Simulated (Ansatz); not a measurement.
Consider the formal exchange of groups at the Si–N bond: `FB(F)N[SiH3]` + `CC(F)S` → `FC([SiH3])S` + `CNB(F)F`.

Gas-phase electronic energies from Ansatz, PBE0-D4/def2-TZVP geometries. CBS: MP2 limit from def2 TZ/QZ plus the TZ coupled-cluster correction, frozen cores. Functionals use def2-TZVPP. Each species was taken in one conformer, which may not be the lowest.

```
   level  ΔE (kcal/mol)
PBE-QIDH           26.8
    PBE0           24.7
```

(1) What does CCSD(T)/CBS give? (Estimate.)

(2) What do rigid-rotor, harmonic-oscillator terms from PBE0-D4/def2-TZVP frequencies (298.15 K, 1 bar) make of the CCSD(T)/CBS value? (Estimate.)

Largest T1 diagnostic among the species: 0.012.

## Answers

(1) Computed: +26.8 kcal/mol. The listed levels differ from it by 0.0, -2.1 kcal/mol.

(2) Ansatz gave: ΔZPE = 0.0 kcal/mol, ΔH = +26.9 kcal/mol, ΔS = -6 J/(mol·K), ΔG = +27.3 kcal/mol. Modes under 50 cm⁻¹ make the entropy rough.

At CCSD(T), def2-SVP lies −1.0 kcal/mol from the extrapolated value and def2-TZVPP +0.1 kcal/mol. In def2-TZVPP, CCSD(T) changes the Hartree–Fock value by −2.5 kcal/mol (the triples alone add −0.4 kcal/mol) and MP2 by −1.3 kcal/mol.
